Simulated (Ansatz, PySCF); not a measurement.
Gas-phase reaction (SMILES): I (HI) -> I atom + H atom; the H-I bond at the site shown breaks (other sites are not compared here).

Each molecule is optimised on its own at B3LYP-D3(BJ)/def2-TZVP (Ansatz, an electronic-structure program). Correlated levels leave the core frozen unless marked. Open shells are spin-unrestricted. Spin-orbit coupling is left out. The frozen core is the preceding noble-gas configuration, with the filled d and f shells of earlier blocks. In def2 rows, elements after Kr have scalar-relativistic effective core potentials. CBS(X,Y): correlation extrapolated as X^-3; Hartree-Fock from the larger set. Thermal terms are rigid-rotor harmonic-oscillator values from B3LYP-D3(BJ) frequencies (PySCF) at 298.15 K and 1 atm. 1 Eh = 627.5095 kcal/mol. Atoms have translation alone.

| species | E, CCSD(T)/CBS(def2-TZVPPD,def2-QZVPPD) (Ansatz) (Eh) | E, wB97X-V/def2-TZVPD (Ansatz) (Eh) | H - E (Eh) |
|---|---|---|---|
| I (HI) | -297.45390 | -298.29346 | 0.00854 |
| I atom | -296.82684 | -297.66780 | 0.00236 |
| H atom | -0.49998 | -0.50049 | 0.00236 |

**Question.** Work out ΔE and ΔH at 298.15 K at the first level, then ΔH at the second.

**Answer.** 
1. ΔE = [(-296.82684) + (-0.49998)] - [(-297.45390)] = 0.12708 Eh = 79.7 kcal/mol at CCSD(T)/CBS(def2-TZVPPD,def2-QZVPPD).
2. The terms H - E add up to -0.00382 Eh, so ΔH = (0.12708 + (-0.00382))×627.5095 = 77.3 kcal/mol.
3. At wB97X-V/def2-TZVPD the same steps give ΔE = 78.5 and ΔH = 76.1 kcal/mol, a shift of -1.2 from the first level.
4. Tabulated enthalpies of formation (I (HI) 6.3 kcal/mol, ATcT 1.112; I atom 25.5 kcal/mol, ATcT 1.112; H atom 52.1 kcal/mol, ATcT 1.112) give ΔH = 71.3, so the errors are +6.0 and +4.8 kcal/mol; the tables hold anharmonic motion, spin-orbit effects, which both levels lack, and core correlation, which the frozen-core level lacks.
